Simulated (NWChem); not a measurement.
BO cation

Program: NWChem. Structure relaxed at the PBE0/def2-SVP level. Vertical excitations in the gas phase; the lowest state need not have the same character in each row.

```json
[
 {"level": "PBE/def2-SVP, TDA", "lowest excitation, singlet (eV)": "1.70", "oscillator strength of that lowest state": "0.010", "lowest triplet (eV)": "0.90", "orbital gap (eV)": "1.52"},
 {"level": "B3LYP/def2-SVP, TDA", "lowest excitation, singlet (eV)": "1.59", "oscillator strength of that lowest state": "0.009", "lowest triplet (eV)": "0.85", "orbital gap (eV)": "3.31"},
 {"level": "BHandHLYP/def2-SVP, TDA", "lowest excitation, singlet (eV)": "___", "oscillator strength of that lowest state": "0.010", "lowest triplet (eV)": "___", "orbital gap (eV)": "___"},
 {"level": "Hartree-Fock/def2-SVP, CIS", "lowest excitation, singlet (eV)": "2.38", "oscillator strength of that lowest state": "0.014", "lowest triplet (eV)": "1.50", "orbital gap (eV)": "11.17"}
]
```

What belongs in the gaps?


- BHandHLYP/def2-SVP, TDA, lowest excitation, singlet (eV): 1.74
- BHandHLYP/def2-SVP, TDA, lowest triplet (eV): 0.98
- BHandHLYP/def2-SVP, TDA, orbital gap (eV): 6.15
